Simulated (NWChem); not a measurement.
System: C2H6GeO; SMILES C[C](=O)[GeH3]

NWChem input:

```
start job
memory heap 200 mb stack 900 mb global 1100 mb
geometry units angstroms noautoz
  C     -1.109496     1.830826     0.180264
  C      0.060525     0.993012    -0.257734
  O      1.061091     1.464618    -0.735802
  Ge    -0.012017    -1.011347    -0.051644
  H     -1.312086     1.660987     1.250551
  H     -2.016895     1.520335    -0.363472
  H     -0.904328     2.895270    -0.002155
  H      0.164062    -1.629070    -1.447217
  H      1.165449    -1.429948     0.841990
  H     -1.335301    -1.501577     0.570008
end
basis spherical
  * library 6-31g*
end
dft
  xc xpbe96 cpbe96
  iterations 150
  mulliken
end
task dft energy
```

The geometry was optimised at PBE0/def2-SVP.

Problem. Predict the main results of this run. (PBE/6-31G* (spherical d).) Quantities: energy (Ha); highest occupied level (eV); orbital gap (eV); dipole (D).

Solution. 
```yaml
energy (Ha): -2231.23
highest occupied level (eV): -5.25
orbital gap (eV): 3.37
dipole (D): 2.20
```
